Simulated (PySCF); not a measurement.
How the functional moves excitation energies

CH₇GeNSi₂.
SMILES: `N#C[Si@H]([SiH3])[GeH3]`

Linear-response calculations in the def2-SVPD basis (PySCF; singlets by full response, triplets Tamm–Dancoff, core orbitals frozen in the response; HF means time-dependent Hartree–Fock). 'Strongest' is the level of largest summed f among the singlets computed (10 roots, of which the last may lack a degenerate partner); it can jump between rows when another state enters that window. S1 is the lowest singlet of each run and needn't be the same state throughout; f(S1) is that of one state. Geometry: PBE0-D3(BJ)/def2-SVP; no solvent, vibrations or thermal averaging. The LDA/def2-SVPD calculation is non-relativistic and has no spin–orbit coupling, an omission that weighs most on germanium.

| functional | kind | S1 (eV) | f(S1) | strongest (eV) | T1 (eV) | HOMO (eV) | gap (eV) | ionisation energy, ΔSCF (eV) |
| --- | --- | --- | --- | --- | --- | --- | --- | --- |
| LDA | LDA | 5.65 | 0.023 | 6.28 | 5.20 | -7.39 | 5.43 | 9.93 |
| PBE | GGA | 5.72 | 0.021 | 6.36 | 5.17 | -7.29 | 5.52 | 9.79 |
| B3LYP | global hybrid, 20% exact exchange | 6.11 | 0.026 | 7.02 | 5.41 | -8.14 | 7.04 | 10.04 |
| PBE0 | global hybrid, 25% exact exchange | 6.18 | 0.020 | 6.87 | 5.39 | -8.35 | 7.44 | 10.07 |
| BHandHLYP | global hybrid, 50% exact exchange | 6.44 | 0.017 | 7.04 | 5.43 | -9.29 | 9.27 | 10.18 |
| CAM-B3LYP | range-separated hybrid | 6.42 | 0.021 | 7.03 | 5.56 | -9.56 | 9.64 | 10.22 |
| LC-wPBE | range-separated hybrid | 6.68 | 0.013 | 7.30 | 5.60 | -10.84 | 11.96 | 10.40 |
| HF | Hartree–Fock | 6.17 | 0.001 | 8.54 | 4.84 | -10.78 | 12.59 | not settled |

Question: What does wB97X-D (range-separated hybrid) give?

Answer: S1 (eV) 6.40, f(S1) 0.019, strongest (eV) 7.06, T1 (eV) 5.62, HOMO (eV) -10.08, gap (eV) 10.85, ionisation energy, ΔSCF (eV) 10.18. S1 runs from 5.65 eV (LDA) to 6.68 eV (LC-wPBE), a spread of 1.03 eV, while the orbital gap spreads over 7.2 eV. −ε(HOMO) comes closest to its own ΔSCF ionisation energy with wB97X-D (-0.10 eV) and misses most with LDA (-2.54 eV). 'Not settled' means that the ion's SCF failed to converge or may have ended in another state than the lowest.
